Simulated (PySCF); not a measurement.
Predicted microwave data (wB97X-D/def2-SVPD in PySCF (dipole) on a GFN2-xTB geometry, gas phase) for one isomer of C7H5N:

* Rotational constants: A = 5726, B = 1576, C = 1236 MHz
* Dipole components: |μa| = 4.71 D, |μb| = 0.00 D, |μc| = 0.00 D
* Inertial defect: 0.00 u·Å²
* κ: -0.85

Task: Which candidate fits, each taken in the one conformer that was computed?
A. benzonitrile, `N#Cc1ccccc1`
B. `[CH2:1]=[CH:2][C:3](=[CH2:4])[C:5]#[C:6][C:7]#[N:8]` with C1–C2–C3–C4 180°

Result: A. It is N#Cc1ccccc1, an asymmetric top, point group C2v. The candidates at the same level (rigid rotor, commonest isotopes):

```
        SMILES  A (MHz)  B (MHz)  C (MHz)  μa (D)  μb (D)  μc (D)  Δ (u·Å²)  point group           rotor
   N#Cc1ccccc1     5726     1576     1236    4.71    0.00    0.00      0.00          C2v  asymmetric top
C=CC(=C)C#CC#N     4383     1053    848.9    5.04    0.72    0.00      0.00           Cs  asymmetric top
```

`C=CC(=C)C#CC#N` has B 33 % too low. In the right answer the symmetry axis of this C2v structure is a, so μb and μc vanish by symmetry. No structure here is proved a minimum.
